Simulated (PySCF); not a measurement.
C₃H₆OSi, SMILES [SiH3][C@@H]1C=CO1.

The structure is a stationary point at PBE-D3(BJ)/def2-SVP. The structure was generated by enumeration; whether it is a known compound was not checked.

Level of theory: PySCF with PBE/def2-TZVP.

Isolated molecule, no solvent.

```json
{
  "total_energy": "-482.25732 hartree",
  "highest_occupied_level": "-5.54 eV",
  "lowest_empty_level": "-0.78 eV",
  "orbital_gap": "4.76 eV",
  "dipole_moment": "1.08 D",
  "quadrupole, principal values (traceless, Buckingham form, about the centre of nuclear charge)": "-3.34, -0.88, 4.22 D·Å",
  "mean_static_polarisability": "66.1 bohr³ (9.79 Å³)",
  "polarisability_principal_values": "55.0, 63.0, 80.3 bohr³"
}
```
